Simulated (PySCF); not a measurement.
SMILES CS[SiH2]N (CH7NSSi), singlet (GFN2-xTB optimised geometry):

```
11

C      2.107     0.164     1.550
S      1.795    -0.737     0.000
Si    -0.351    -0.737     0.000
N     -0.819     0.918     0.000
H      1.586     1.115     1.529
H      1.769    -0.435     2.390
H      3.178     0.323     1.614
H     -0.839    -1.283     1.260
H     -0.681    -1.560    -1.156
H     -1.795     1.157     0.059
H     -0.341     1.560    -0.614
```

Method: PBE0/def2-TZVP in PySCF.

### Question
What are the frontier orbital energies and the dipole moment?

### Answer
HOMO-2 -8.31 eV, HOMO-1 -7.62 eV, HOMO -6.73 eV, LUMO 0.45 eV, LUMO+1 0.84 eV; dipole moment 2.08 D.

Meta-Löwdin charges at PBE0/def2-TZVP: C1 -0.40, S2 -0.20, Si3 0.71, N4 -0.75, H5 0.13, H6 0.13, H7 0.14, H8 -0.12, H9 -0.12, H10 0.24, H11 0.24.
